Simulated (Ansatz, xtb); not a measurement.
## Relative energy of two isomers of C5H6F3+

We compare I, `C=C([CH+]C)C(F)(F)F`, a singlet, with II, `C=C[CH+]CC(F)(F)F`, a singlet. Both are isolated ions in the gas phase, relaxed with r2SCAN-D4/def2-SVP; each stands in its lowest conformer found.

Quicker runs give these differences E(II) − E(I): GFN2-xTB +1.56 kcal/mol; HF/STO-3G −3.62 kcal/mol (at GFN2-xTB geometries); r2SCAN-D4/def2-SVP//GFN2-xTB −0.64 kcal/mol.

Task: Which of the two would you expect CCSD(T)/def2-SVP + ΔMP2/def2-TZVPP electronic energies to favour?

Result: Structure II; the calculation gives E(II) − E(I) = −1.44 kcal/mol.

The same difference at several levels:

```csv
level,geometry,E(II) − E(I) (kcal/mol),departure from the last row (kcal/mol),"job, with rough time for the two"
GFN2-xTB,GFN2-xTB,+1.56,+3.00,"optimisation, 0.14 s"
HF/STO-3G,GFN2-xTB,−3.62,−2.18,"single point, 0.36 s"
r2SCAN-D4/def2-SVP//GFN2-xTB,GFN2-xTB,−0.64,+0.80,"single point, 3.7 s"
r2SCAN-D4/def2-SVP,r2SCAN-D4/def2-SVP,+0.58,+2.01,"optimisation, 99 s"
HF/def2-SVP,r2SCAN-D4/def2-SVP,−2.42,−0.98,part of the CCSD(T) run
MP2/def2-SVP,r2SCAN-D4/def2-SVP,−1.31,+0.13,part of the CCSD(T) run
CCSD(T)/def2-SVP,r2SCAN-D4/def2-SVP,−1.18,+0.25,single point
CCSD(T)/def2-SVP + ΔMP2/def2-TZVPP,r2SCAN-D4/def2-SVP,−1.44,,"single point, 1.8 min"
```

As drawn, both hold the same kinds of bond in the same numbers. Structure I has 1 methyl group, II 0.

GFN2-xTB, r2SCAN-D4/def2-SVP put the two in the other order. The largest departure from CCSD(T)/def2-SVP + ΔMP2/def2-TZVPP is that of GFN2-xTB, 3.00 kcal/mol. The last row adds to CCSD(T) the change of the MP2 difference between the two basis sets, here −0.25 kcal/mol.

With thermal terms from frequencies at re-optimised GFN2-xTB minima (ideal gas, soft modes damped towards free rotors, one conformer each, 298.15 K, 1 atm): the zero-point term adds +0.57 kcal/mol; ΔH is −0.92 and ΔG −1.15 kcal/mol.

The correlated steps freeze 8 core orbitals. Run with Ansatz 0.2.0, xtb 6.7.1; the last row on 4 threads of Arm Neoverse V1 on a shared host.
